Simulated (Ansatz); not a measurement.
Input for Ansatz (a first-principles code): U-r2SCAN/def2-TZVPP on CH3Se (SMILES C[Se]), 2S+1 = 2, atoms moved off the minimum.

Ansatz 0.2 input:
```yaml
crystal:
  periodic: [false, false, false]
  atoms:
    - {symbol: C, position_ang: [-1.52313554, 0.06467546, -0.01289713]}
    - {symbol: Se, position_ang: [0.52014063, 0.04571638, 0.06859414]}
    - {symbol: H, position_ang: [-1.83435841, -0.59338410, -0.78606990]}
    - {symbol: H, position_ang: [-1.75292110, 1.02642622, -0.10954142]}
    - {symbol: H, position_ang: [-1.99985117, -0.45668175, 0.88604777]}
basis:
  gaussian:
    orbitals: def2-TZVPP
hamiltonian:
  xc: {name: r2SCAN}
magnetization: {spin_polarized: true, initial_magnetization: 1}
output: {forces: true}
```

Q: Give the final energy of this run.

A: -2441.3924 hartree.

Q: How many basis functions does it have, and what does it roughly cost on one machine?

A: 121 functions; roughly 11 core-seconds.
